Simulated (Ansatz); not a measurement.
Mulliken charges of GeSe, SMILES `[Ge-]#[Se+]` from r2SCAN/def2-TZVPP in Ansatz (PBE0-D4/def2-TZVP geometry).

```
atom  x (Å)  y (Å)   z (Å)  charge (e)
 Ge1  0.000  0.000  -0.003       0.260
 Se2  0.000  0.000   2.137      -0.260
```

Question: By hand: the dipole of these point charges (1 e Å = 4.8032 D).

Answer: Σ q r = (0.000, 0.000, -0.556) e Å, of length 0.556 e Å = 2.67 D.

Question: How does the dipole of the full density compare? (Estimate.)

Answer: Computed: (0.000, 0.000, -0.354) e Å, 1.70 D; the point charges give 1.57 times that, at 0° from its direction.

Point charges leave out the atoms' own dipoles, such as those of lone pairs, and Mulliken's split depends on the basis, so the two needn't agree.
